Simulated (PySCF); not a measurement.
H₄AlClO₃, singlet at its PBE0/def2-SVP optimised geometry (Å):

```
9

Al    -0.7410    -0.9395     0.0000
Cl    -1.5731    -1.9188     1.6874
O     -0.7311     0.7826     0.0000
H     -1.4184     1.3455     0.3553
O     -0.7499    -1.7904    -1.4968
H     -1.4252    -2.4074    -1.7777
O      1.2151    -0.9395     0.0000
H      1.4096     0.0106    -0.0695
H      1.4184    -1.3455    -0.8593
```

Computed with PBE0/def2-TZVP (PySCF). Cells within 0.4 Å of a nucleus heavier than hydrogen are left out (blank, or x).

Map of the electrostatic potential (hartree/e), clipped to [-0.08, 0.12] on the plane z = 1.5 Å:

```
|22222222222222222222222222222|
|22222222222222222222222222222|
|22223333322222222222222222222|
|22233333332222222222222222222|
|22333333333222111222222222222|
|22333344433221111122222222222|
|22333444443221111122223333332|
|22333444443211111122233333333|
|22333444443210001122333333333|
|22333444432100001122333333333|
|22233333322100001223333333333|
|22222333221000011233344333333|
|22222222211100112233444433333|
|11112222222111222334444333333|
|11111112223333333333433333333|
|11111112334455444333333333333|
|10001123456666554333322222222|
|00001357998877654332222222222|
|00013799999987654322111222222|
|00027999999996543221111122222|
|00049999999996432211111112222|
|0015999xx99995322111111112222|
|0015999xxx9994221111111112222|
|00149999x99993111111111112222|
|00029999999952111111111122222|
|00014999999621001111111122222|
|00001369974200001111111222222|
|00000012210000001111111222222|
|00000000000000001111111222222|
```
Scale: ten equal steps from -0.034 (start of '0') to 0.120 (end of '9'), in the order '0123456789'; x runs from -3.50 to 3.50, y from -3.50 (bottom) to 3.50 (top).
